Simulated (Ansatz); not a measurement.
AlBrH2 (SMILES [AlH2][Br]) moved off its minimum; all values from Ansatz (a quantum-chemistry and plane-wave program), cores frozen in correlated methods.
(charge 0, multiplicity 1)
```xyz
4

Al    -0.8153    -1.2767     0.2061
H     -0.3487    -2.3139     1.2294
H     -2.1177    -1.4855    -0.7017
Br     0.3671     0.5843    -0.0762
```

```tsv
level	largest force (eV/Å)	on atom	rms difference from CCSD(T)/def2-TZVPPD (eV/Å)	dipole (D)
HF/def2-TZVPP	1.14	Al1	0.043	1.17
PBE/def2-TZVPP	1.00	Al1	0.086	0.86
r2SCAN/def2-TZVPP	0.99	Al1	0.069	0.92
B3LYP/def2-TZVPP	1.07	Al1	0.016	0.97
wB97M-V/def2-TZVPP	1.04	Al1	0.073	1.01
MP2/def2-TZVPPD	1.09	Al1	0.038	1.00
CCSD(T)/def2-TZVPPD	1.07	Al1	0.000	0.96
```

The differences count from one level among others, with limits of its own. Forces at CCSD(T)/def2-TZVPPD (eV/Å):

| atom | Fx | Fy | Fz |
|---|---|---|---|
| Al1 | -0.862 | -0.216 | -0.596 |
| H2 | 0.223 | -0.391 | 0.447 |
| H3 | 0.300 | 0.080 | 0.211 |
| Br4 | 0.339 | 0.527 | -0.061 |
